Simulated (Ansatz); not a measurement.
Nd (SMILES [Nd]), quintet (core potentials on Nd); PBE/def2-SV(P) run with Ansatz (a quantum-chemistry and plane-wave program).

Here is a job for Ansatz.
Ansatz 0.2 input:
```yaml
crystal:
  periodic: [false, false, false]
  atoms:
    - {symbol: Nd, position_ang: [0.00000000, 0.00000000, 0.00000000]}
basis:
  gaussian:
    orbitals: def2-SV_P_.json
hamiltonian:
  xc: pbe
magnetization: {spin_polarized: false, initial_magnetization: 4}
```
The basis file holds def2-SV(P) in the JSON format of the Basis Set Exchange.

It wrote (shortened):

```
Functional definition: PBE
619 factors; their error is unknown
mean field evaluation 1: about -15225.8738 eV, gradient 1.7e2 eV
mean field evaluation 2: about -14947.6079 eV, gradient 4.7e2 eV
mean field evaluation 4: about -15250.7359 eV, gradient 1.2e2 eV
mean field evaluation 8: about -15271.0609 eV, gradient 2.6e1 eV
mean field evaluation 16: about -15273.7544 eV, gradient 1.5e0 eV
mean field evaluation 32: about -15268.7170 eV, gradient 2.2e0 eV
mean field evaluation 64: about -15270.7933 eV, gradient 2.9e-1 eV
mean field evaluation 96: about -15272.9626 eV, gradient 5.3e0 eV
mean field evaluation 128: about -15271.0431 eV, gradient 1.1e1 eV
mean field -15273.77830557 eV, -561.3009997908 hartree, gradient 2.4e-5 eV, S^2 6.000000; 9 other end points of the search recorded, 0 dependent functions left out
reference -15273.77833239 eV, -561.3010007764 hartree; 18, 14 occupied and 51, 55 virtual orbitals, 619 factors
Total energy: -15273.77833239 eV, -561.3010007764 hartree
```
